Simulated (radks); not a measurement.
Q: Pt50+, configuration [Ar] 3d10 (the NIST ground configuration). Method: non-relativistic Kohn-Sham, LDA (Slater exchange, Perdew-Wang correlation), spin-unpolarised, spherical densities, point nucleus; relativity is left out, which matters for an element this heavy; computed with a radial shooting solver on a logarithmic mesh with Libxc functionals. Some entries of the table are withheld. Estimate them.

| orbital | occ. | eigenvalue (eV) | r(max) (bohr) |
|---|---|---|---|
| 1s | 2 | -73797.73 | (1) |
| 2s | 2 | -14466.56 | 0.07000 |
| 2p | 6 | -14019.77 | 0.05426 |
| 3s | 2 | (2) | (3) |
| 3p | 6 | -5034.551 | 0.1778 |
| 3d | 10 | -4662.432 | 0.1391 |

A: 
(1) 1s r(max) (bohr): 0.01289
(2) 3s eigenvalue (eV): -5238.134
(3) 3s r(max) (bohr): 0.1893
